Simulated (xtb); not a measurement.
C$_{2}$H$_{6}$N, doublet, geometry from GFN2-xTB; GFN2-xTB with ALPB(benzene) (xtb).

Here is a job for xtb.
```
$ xtb mol.xyz --gfn 2 --uhf 1 --alpb benzene --json

# file mol.xyz
9

C     -1.24102663     0.21832096     0.05808953
C      0.04187806    -0.52789987     0.05079988
N      1.22703780     0.19702767    -0.12900707
H     -2.03841948    -0.41392474     0.44464473
H     -1.16376074     1.10673607     0.68627095
H     -1.54178267     0.55252764    -0.94477418
H      0.06280098    -1.52863019    -0.34799316
H      1.22149345     1.09300043     0.34134908
H      2.06529520    -0.33142950     0.07021572
```

Task: Write the output that xtb gives for this input, abridged.

Result: 
```
   ID    Z sym.   atoms
    1    6 C      1, 2
    2    7 N      3
    3    1 H      4-9

           -------------------------------------------------
          |                Calculation Setup                |
           -------------------------------------------------

           -------------------------------------------------
          |                 G F N 2 - x T B                 |
           -------------------------------------------------

      * Solvation model:               ALPB
        Solvent                        benzene
        Parameter file                 internal GFN2-xTB/ALPB
        Dielectric constant                7.0000E+00
        Reference state                gsolv [1 M gas/solution]
        Free energy shift                  4.6744E-03 Eh       2.9333E+00 kcal/mol
        Temperature                        2.9815E+02 K
        Density                            8.6700E-01 kg/L
        Solvent mass                       7.8110E+01 g/mol
        Interaction kernel             P16
        Born radius scaling (c1)           1.6914E+00
        Born radii integrator          GBOBC
        Born offset                        0.0000E+00 a0       0.0000E+00 AA
        H-bond correction              false
        Ion screening                  false
        Surface tension                    1.0000E-05 Eh       1.5569E+01 dyn/cm
        Grid points                               230 per atom

          ...................................................
          :                      SETUP                      :
          :.................................................:
          :  # basis functions                  18          :
          :  # atomic orbitals                  18          :
          :  # shells                           12          :
          :  # electrons                        19          :
          :  max. iterations                   250          :
          :  Hamiltonian                  GFN2-xTB          :
          :  restarted?                      false          :
          :  GBSA solvation                   true          :
          :  PC potential                    false          :
          :  electronic temp.          300.0000000     K    :
          :  accuracy                    1.0000000          :
          :  -> integral cutoff          0.2500000E+02      :
          :  -> integral neglect         0.1000000E-07      :
          :  -> SCF convergence          0.1000000E-05 Eh   :
          :  -> wf. convergence          0.1000000E-03 e    :
          :  Broyden damping             0.4000000          :
          :  net charge                          0          :
          :  unpaired electrons                  1          :
          ...................................................

 iter      E             dE          RMSdq      gap      omega  full diag
   1    -10.2862299 -0.102862E+02  0.298E+00    8.70       0.0  T
   2    -10.3166374 -0.304075E-01  0.170E+00    8.27       1.0  T
   3    -10.3198275 -0.319010E-02  0.939E-01    8.52       1.0  T
   4    -10.3199860 -0.158510E-03  0.243E-01    8.44       1.0  T
   5    -10.3200186 -0.325258E-04  0.526E-02    8.42       1.0  T
   6    -10.3200189 -0.330632E-06  0.177E-02    8.43       1.9  T
   7    -10.3200199 -0.101193E-05  0.447E-03    8.43       7.5  T
   8    -10.3200200 -0.855170E-07  0.157E-03    8.43      21.2  T
   9    -10.3200200 -0.165288E-08  0.222E-04    8.43     149.8  T
  10    -10.3200200 -0.139620E-09  0.267E-05    8.43    1247.8  T

   *** convergence criteria satisfied after 10 iterations ***

         :::::::::::::::::::::::::::::::::::::::::::::::::::::
         ::                     SUMMARY                     ::
         :::::::::::::::::::::::::::::::::::::::::::::::::::::
         :: total energy             -10.180022050073 Eh    ::
         :: total w/o Gsasa/hb       -10.176417686228 Eh    ::
         :: gradient norm              0.001485442641 Eh/a0 ::
         :: HOMO-LUMO gap              8.432055180072 eV    ::
         ::.................................................::
         :: SCC energy               -10.320019450691 Eh    ::
         :: -> isotropic ES            0.010068462527 Eh    ::
         :: -> anisotropic ES          0.004015222991 Eh    ::
         :: -> anisotropic XC          0.006853183680 Eh    ::
         :: -> dispersion             -0.003037149568 Eh    ::
         :: -> Gsolv                  -0.004258584292 Eh    ::
         ::    -> Gelec               -0.000654220447 Eh    ::
         ::    -> Gsasa               -0.008278812471 Eh    ::
         ::    -> Ghb                  0.000000000000 Eh    ::
         ::    -> Gshift               0.004674448626 Eh    ::
         :: repulsion energy           0.139997400619 Eh    ::
         :: add. restraining           0.000000000000 Eh    ::
         :: total charge               0.000000000000 e     ::
         :::::::::::::::::::::::::::::::::::::::::::::::::::::

           -------------------------------------------------
          |                Property Printout                |
           -------------------------------------------------

    * Orbital Energies and Occupations

         #    Occupation            Energy/Eh            Energy/eV
      -------------------------------------------------------------
         1        2.0000           -0.6163710             -16.7723
         2        2.0000           -0.5896348             -16.0448
         3        2.0000           -0.5539597             -15.0740
         4        2.0000           -0.5271455             -14.3444
         5        2.0000           -0.4913561             -13.3705
         6        2.0000           -0.4756345             -12.9427
         7        2.0000           -0.4521867             -12.3046
         8        2.0000           -0.4353751             -11.8472
         9        2.0000           -0.4234086             -11.5215
        10        1.0000           -0.2548660              -6.9353 (HOMO)
        11                          0.0550063               1.4968 (LUMO)
        12                          0.1509327               4.1071
        13                          0.1645894               4.4787
        14                          0.1872517               5.0954
        15                          0.1984624               5.4004
        16                          0.2258190               6.1448
        17                          0.3125229               8.5042
        18                          0.3572367               9.7209
      -------------------------------------------------------------
                  HL-Gap            0.3098723 Eh            8.4321 eV
             Fermi-level           -0.2195336 Eh           -5.9738 eV

     #   Z          covCN         q      C6AA      α(0)
     1   6 C        3.752    -0.098    22.428     6.754
     2   6 C        2.813    -0.059    29.447     8.891
     3   7 N        2.631    -0.267    26.923     7.706
     4   1 H        0.925     0.033     2.538     2.491
     5   1 H        0.924     0.033     2.550     2.497
     6   1 H        0.923     0.032     2.557     2.501
     7   1 H        0.926     0.007     2.942     2.682
     8   1 H        0.860     0.161     1.329     1.806
     9   1 H        0.860     0.158     1.348     1.819

 Mol. C6AA /au·bohr⁶  :        582.351598
 Mol. C8AA /au·bohr⁸  :      11993.431657
 Mol. α(0) /au        :         37.147452

Wiberg/Mayer (AO) data.
largest (>0.10) Wiberg bond orders for each atom

 ---------------------------------------------------------------------------
     #   Z sym  total        # sym  WBO       # sym  WBO       # sym  WBO
 ---------------------------------------------------------------------------
     1   6 C    3.997 --     2 C    1.059     4 H    0.981     5 H    0.979
                             6 H    0.954
     2   6 C    3.377 --     3 N    1.296     1 C    1.059     7 H    0.973
     3   7 N    3.248 --     2 C    1.296     9 H    0.958     8 H    0.955
     4   1 H    0.999 --     1 C    0.981
     5   1 H    0.999 --     1 C    0.979
     6   1 H    0.997 --     1 C    0.954
     7   1 H    1.000 --     2 C    0.973
     8   1 H    0.974 --     3 N    0.955
     9   1 H    0.975 --     3 N    0.958
 ---------------------------------------------------------------------------

Topologies differ in total number of bonds
Writing topology from bond orders to xtbtopo.mol

molecular dipole:
                 x           y           z       tot (Debye)
 q only:        0.300       0.208       0.182
   full:        0.334       0.238       0.295       1.284
molecular quadrupole (traceless):
                xx          xy          yy          xz          yz          zz
 q only:        1.651       0.152      -0.334       0.694       0.369      -1.317
  q+dip:        1.865      -0.162       0.227       1.673       1.241      -2.092
   full:        2.088      -0.109       0.069       1.673       1.156      -2.157

           -------------------------------------------------
          | TOTAL ENERGY              -10.180022050073 Eh   |
          | GRADIENT NORM               0.001485442641 Eh/α |
          | HOMO-LUMO GAP               8.432055180072 eV   |
           -------------------------------------------------

normal termination of xtb
```
